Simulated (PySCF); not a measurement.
SMILES C=C[SiH](CC)OCC at its GFN2-xTB optimised geometry (Å):

```
22

Si    -0.0027    -1.4872     0.0000
C     -0.5994     0.3077     0.0000
C     -0.0659     1.2961     0.7016
C     -0.7115    -2.4467     1.4749
C     -0.2983    -1.8247     2.8009
O     -0.5907    -2.3017    -1.2774
C     -0.4118    -2.0207    -2.6370
C     -1.3886    -2.8455    -3.4610
H      1.4703    -1.4872     0.0000
H     -1.4703     0.5346    -0.6079
H     -0.4598     2.3017     0.6880
H      0.8001     1.1412     1.3245
H     -1.8004    -2.4753     1.4182
H     -0.3731    -3.4825     1.4437
H      0.7844    -1.8225     2.9007
H     -0.6432    -0.7950     2.8617
H     -0.7168    -2.3763     3.6414
H      0.6210    -2.2608    -2.9181
H     -0.5673    -0.9506    -2.8193
H     -1.2276    -3.9037    -3.2733
H     -1.2473    -2.6440    -4.5193
H     -2.4094    -2.5970    -3.1829
```

Level of theory: B3LYP/def2-SVP run with PySCF. Cells within 0.4 Å of a nucleus heavier than hydrogen are left out (blank, or x).

Map of the electrostatic potential (hartree/e), clipped to [-0.08, 0.12] on the plane z = 1.2 Å:

```
|1111111111111111111111111111111|
|1111111111111111111111111111111|
|1111111111111111111111111111111|
|1111111111122222111111111111111|
|1111111111222332211111111111111|
|1111111111234553221111111111111|
|1111111111237996321111111111111|
|1111111111249999532211111111111|
|1111111111138999964321111111111|
|1111111001138999999632111111111|
|1111110000139999999963211111111|
|1111100000029999999983211111111|
|1111100000016999999973211111111|
|1111100000003899999952111111111|
|1111100000002467766432111111111|
|1111100000012345544321111111111|
|1111110000112355654321111111111|
|1111111111123579975321110001111|
|1111111111235899996421100000111|
|1111111112247999997421100000111|
|1111111223479999997421000000011|
|1111112367999999996321000000011|
|1111113799999999985311000000011|
|111112499999xx99953211000000011|
|1111123999999x99842211000000111|
|1111112599999999632111000001111|
|1111111233489999621111100011111|
|1111111111149999721111111111111|
|1111000000127999521111111111111|
|1110000000013575321111111111111|
|1110000000011222211111111111111|
```
Scale: ten equal steps from -0.017 (start of '0') to 0.120 (end of '9'), in the order '0123456789'; x runs from -4.50 to 4.50, y from -4.50 (bottom) to 4.50 (top).
